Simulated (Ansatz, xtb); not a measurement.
**C4H8O2Se: which of two isomers lies lower**

We compare a, `C[C@H](C[SeH])C(=O)O`, a singlet, with b, `C[Se]CCC(=O)O`, a singlet. Both are isolated molecules in the gas phase, relaxed with r2SCAN-D4/def2-SVP; each stands in its lowest conformer found.

Question: Estimate E(b) − E(a) at the level CCSD(T)/def2-SVP + ΔMP2/def2-TZVPP.

Answer: Too close to call at this level: CCSD(T)/def2-SVP + ΔMP2/def2-TZVPP gives E(b) − E(a) = +0.69 kcal/mol.

Level by level:

| level | geometry | E(b) − E(a) (kcal/mol) | departure from the last row (kcal/mol) | job, with rough time for the two |
| --- | --- | --- | --- | --- |
| r2SCAN-D4/def2-SVP | r2SCAN-D4/def2-SVP | +1.87 | +1.18 | optimisation, 2.5 min |
| HF/def2-SVP | r2SCAN-D4/def2-SVP | +1.97 | +1.28 | part of the CCSD(T) run |
| MP2/def2-SVP | r2SCAN-D4/def2-SVP | +4.21 | +3.52 | part of the CCSD(T) run |
| CCSD(T)/def2-SVP | r2SCAN-D4/def2-SVP | +4.44 | +3.75 | single point |
| CCSD(T)/def2-SVP + ΔMP2/def2-TZVPP | r2SCAN-D4/def2-SVP | +0.69 |  | single point, 2.2 min |

As drawn, b has 1 C–Se, 1 C–H in place of 1 C–C, 1 Se–H.

The largest departure from CCSD(T)/def2-SVP + ΔMP2/def2-TZVPP is that of CCSD(T)/def2-SVP, 3.75 kcal/mol. Levels run at GFN2-xTB geometries aren't shown. The last row adds to CCSD(T) the change of the MP2 difference between the two basis sets, here −3.75 kcal/mol, a large step that makes the value less sure.

With thermal terms from frequencies at re-optimised GFN2-xTB minima (ideal gas, soft modes damped towards free rotors, one conformer each, 298.15 K, 1 atm): the zero-point term adds +0.97 kcal/mol; ΔH is +1.74 and ΔG +1.52 kcal/mol.

The correlated steps freeze 15 core orbitals; the filled d shell of Se is correlated, in a basis made for valence electrons. Mirror images aren't counted in ΔG. Codes used: Ansatz 0.2.0, xtb 6.7.1; the last row on 4 threads of Intel(R) Xeon(R) Platinum 8175M CPU @ 2.50GHz (Skylake/Cascade Lake) on a shared host.
